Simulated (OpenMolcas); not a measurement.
S: effect of the active space

```
Program             : OpenMolcas
Method              : CASSCF
Basis               : ANO-L-VTZP
Scalar Hamiltonian  : non-relativistic, point nucleus
Spin-orbit coupling : state interaction with AMFI integrals over the reference wave functions, term energies averaged over their components
```

A. 4 electrons in 3 orbitals (3p); 2S+1 = 3 even, 3 roots; 2S+1 = 1 even, 6 roots; cost roughly 2.4 core-seconds
B. 6 electrons in 4 orbitals (3s 3p); 2S+1 = 3 even, 3 roots; 2S+1 = 1 even, 6 roots; 2S+1 = 3 odd, 3 roots (0 in the spin-orbit step); cost of the order of 8 core-seconds

Energies in cm⁻¹ above 3s² 3p⁴ ³P₂, the measured ground level; measured values from NIST Handbook of Basic Atomic Spectroscopic Data.

```
      Level      A      B  Measured
3s² 3p⁴ ³P₂    0.0    0.0       0.0
3s² 3p⁴ ³P₁    366    366       396
3s² 3p⁴ ³P₀    537    535       574
3s² 3p⁴ ¹D₂  11751  11747      9239
3s² 3p⁴ ¹S₀  28938  21411     22180
```

Deviations, from unrounded energies. A percentage is the sum of absolute deviations over the sum of measured energies, with the sign that they share, or ± where signs differ.

| Against measurement | Levels | A | B |
| --- | --- | --- | --- |
| mean absolute deviation (cm-1) | 4 | 2300 | 840 |
| fine structure of the ground term (%) | 2 | -6.8 | -7.1 |
| other terms of the ground configuration (%) | 2 | +29.5 | ±10.4 |

B lies closest to measurement on these levels. The largest miss of B in the table is 3s² 3p⁴ ¹D₂, by +2500 cm-1. The ranking rests on the paired levels alone, and a cruder setting can come out closer through cancelling errors.

Between A and B the level of the table that moves most is 3s² 3p⁴ ¹S₀, by 7500 cm-1 (lowest in B, highest in A).

Without dynamic correlation excited terms often stand tens of per cent too high (terms of higher spin than the ground term too low), and those without a measured partner can miss by more than the paired ones. With the s shell closed, the reference lacks s² → p² mixing (holds for A). No level of 3s 3p⁵ was computed, though it lies in the active space (holds for B). Computed and measured levels are paired by configuration, term and J; levels that our copy of the source lacks, or whose pairing is in doubt (as where it misses far off the trend of its configuration), stay unpaired and out of the deviations. Only configurations of the active space appear.
